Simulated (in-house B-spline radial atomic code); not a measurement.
PBE0 excitations of neutral beryllium

Method: PBE0. Computed with an all-electron radial atomic-structure program (B-spline basis): linear response of the closed shell [He] 2s2 with the functional's adiabatic kernel; non-relativistic, point nucleus, no spin-orbit coupling, no double excitations, S, P, D and F terms only.

Command:
```bash
python run_td.py task.json out
```
Settings (radii: box in bohr, nucleus in fm):
```
Z                        4
electrons                4
configuration            [He] 2s2
hamiltonian              nr
method                   pbe0
box_radius               75
intervals                51
```

Run time, properties included: 0.1 s on 1 thread of Arm Neoverse N1 (shared host).

The lowest states, in the order of their Tamm-Dancoff energies; the method's threshold (minus the highest occupied level) is 6.492 eV. Labels give the largest channel, * marks a mixed state, and oscillator strengths are full-response dipole values. Measured ¹D terms are left out, since they can mix with doubly excited terms. Semilocal kernels can invert the small singlet-triplet splittings of Rydberg terms. Energies in eV:

```
     state  full response  Tamm-Dancoff  oscillator strength  measured (J-weighted term)
2s → 2p 3P          1.793         2.284                    -                       2.725
2s → 2p 1P              ?             ?                    ?                           ?
2s → 3s 3S          5.676         5.685                    -                       6.457
2s → 3s 1S          5.956         5.963                    -                       6.779
2s → 3p 3P          6.178         6.184                    -                           -
2s → 3p 1P              ?             ?                    ?                           ?
```

(1) Where does 2s → 3p 1P lie?

(2) Where does 2s → 2p 1P lie?

(3) How large is the singlet-triplet splitting of 2s → 2p (P terms) in Tamm-Dancoff?

(4) What polarisabilities and dispersion coefficient does the method give?

## Answers

(1) At 6.280 eV in full response, 6.296 eV in Tamm-Dancoff, oscillator strength 0.0173; measured 7.462 eV.

(2) At 4.917 eV in full response, 5.182 eV in Tamm-Dancoff, oscillator strength 1.35; measured 5.277 eV.

(3) 2.9 eV, from the unrounded values.

(4) Dipole 42.97 bohr³, quadrupole 339.8 bohr⁵, C6 258 hartree·bohr⁶ for two such species. Recommended dipole value: 37.74 ± 0.03 bohr³ (Schwerdtfeger and Nagle, table of static dipole polarizabilities (2023 update)), which includes relativity and correlation.
